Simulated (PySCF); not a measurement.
## Calculated data, AlBGeH₅O

Calculation on a computer-drawn molecule: the log of a Hartree-Fock and frozen-core CCSD(T) single point meant for a local Hartree-Fock minimum, with one planted fault or none, to be diagnosed. Offsets are logged minus clean, where the clean run is the same molecule without the fault. The reference is restricted for singlets and unrestricted otherwise, and also for a bond in bohr or an excited solution. Adding or removing an electron swaps singlet and doublet. The excited solution moves the top pair (singlet) or top alpha electron (doublet) to the lowest empty orbital. Highest occupied and lowest empty are orbital energies over both spins, largest force is the largest gradient component, triples share is (T) over the correlation energy, the T1 limit is 0.02 restricted and 0.045 unrestricted, electrons count all cores, a negative frequency is imaginary (commonest isotopes), and the dipole is about the centre of nuclear charge; on germanium a core potential holds 10 electrons, which the energies leave out, and 3d is frozen in MP2 and coupled-cluster steps. Program: PySCF 2.14.0.

AlBGeH₅O

Logged structure:
```xyz
9
AlBGeH5O
B      3.0602     0.0244     1.5703
Ge     0.5498     2.9414     1.6564
Al    -1.3352     3.3186     0.1208
O     -2.3445     4.6593     0.3034
H      3.9422    -0.0529     2.3767
H      2.9574    -0.8181     0.7244
H      0.7635     3.9715     2.7781
H     -1.6604     2.3405    -1.0647
H     -2.3191     5.3530     0.9403
```

| Property | Result |
| --- | --- |
| meant charge | 0 |
| meant multiplicity | 2 |
| meant basis | cc-pV(D+d)Z |
| meant basis and core potential on germanium | cc-pVDZ-PP ECP10MDF |
| logged electrons | 63 |
| logged basis functions | 99 |
| logged SCF converged | yes |
| logged spin squared | 1.7002 |
| logged highest occupied | -7.9667 eV |
| logged lowest empty | 0.76247 eV |
| logged largest force | 0.0074038 hartree/bohr |
| logged T1 diagnostic | 0.0193 |
| logged D1 diagnostic | 0.072171 |
| logged triples share | 0.021915 |
| logged CC converged | yes |
| logged dipole magnitude | 1.0473 debye |
| logged SCF stable within its kind | yes |
| logged energy HF | -637.68959 hartree |
| logged energy CCSD(T) | -638.13246 hartree |
| possible faults | no fault, one electron removed, one electron added, multiplicity raised by two, geometry at a saddle point, SCF held on an excited solution, minimal basis STO-3G, one bond length entered in bohr, all coordinates scaled |
| planted fault | one bond length entered in bohr, row 1 of the drawn bonds |
| HF energy offset from clean run | 57.03 kcal/mol |
| CCSD(T) energy offset from clean run | 74.72 kcal/mol |

Drawn bonds:
```tsv
atom	other atom	order
1	2	1
2	3	1
3	4	1
1	5	1
1	6	1
2	7	1
3	8	1
4	9	1
```
